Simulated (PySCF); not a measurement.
Cyclopentylmethylsulfide, C₆H₁₂S.
Bonds: C1–S2, S2–C3, C3–C4, C4–C5, C5–C6, C6–C7, C3–C7. Hydrogens: H8, H9, H10 on C1; H11 on C3; H12, H13 on C4; H14, H15 on C5; H16, H17 on C6; H18, H19 on C7.

Probes without a nucleus sit at each ring's centroid and 1 Å off its mean plane on both sides; NICS is minus the shielding there, NICSzz its component along the normal. Level: GIAO PBE0/pcSseg-1 (PySCF, non-relativistic, gas phase) on the GFN2-xTB geometry, one conformer.

Ring bond lengths (Å), with Mayer bond orders in brackets: C3–C4 1.534 (0.96), C4–C5 1.527 (1.04), C5–C6 1.525 (1.03), C6–C7 1.530 (1.04), C7–C3 1.538 (0.99).

Give the NICS values of each ring in ppm.

| ring | type | NICS(0) | NICS(1), two faces | NICS(1)zz, two faces | rms pucker (Å) | centre to ring atoms, mean (Å) |
| --- | --- | --- | --- | --- | --- | --- |
| C3–C4–C5–C6–C7 | 5-membered carbocycle; formal bonds all single | -4.9 | -4.0 / -3.5 | -4.5 / -2.4 | 0.18 | 1.28 |

What can be read from them?

- C3–C4–C5–C6–C7: mean NICS(1)zz -3.4 ppm, shielded. C3, C4, C5, C6, C7 have four or more neighbours, and the NICS criterion for π rings isn't applied. A hydrogen on C5, outside the ring, lies only 1.37 Å from a NICS(1) probe, which then mostly feels that atom.

At the first NICS(1) probe listed for ring C3–C4–C5–C6–C7, 1 Å off the ring, what do the in-plane components average?

The isotropic value is a third of the trace: (3 × -4.0 − (-4.5))/2 = -3.8 ppm.

How shielded are the nuclei of the rings and their hydrogens (means over atoms taken as equivalent)?

```csv
atoms,environment,σ isotropic (ppm),"principal values of the symmetric part, first atom (ppm)"
C3,sp3 carbon bound to sulfur,136.5,"111.2, 142.4, 156.0"
C4 (×2),ring CH2 carbon,148.3,"116.3, 147.4, 170.7"
C5 (×2),ring CH2 carbon,155.9,"129.4, 164.5, 170.5"
H11,methine hydrogen,28.86,"25.0, 28.0, 33.6"
H12 (×2),methylene hydrogen,29.47,"24.2, 29.1, 34.6"
H13 (×2),methylene hydrogen,30.10,"24.7, 30.8, 34.8"
H14 (×2),methylene hydrogen,29.96,"24.9, 26.9, 37.6"
H15 (×2),methylene hydrogen,30.17,"25.6, 27.9, 37.5"
```
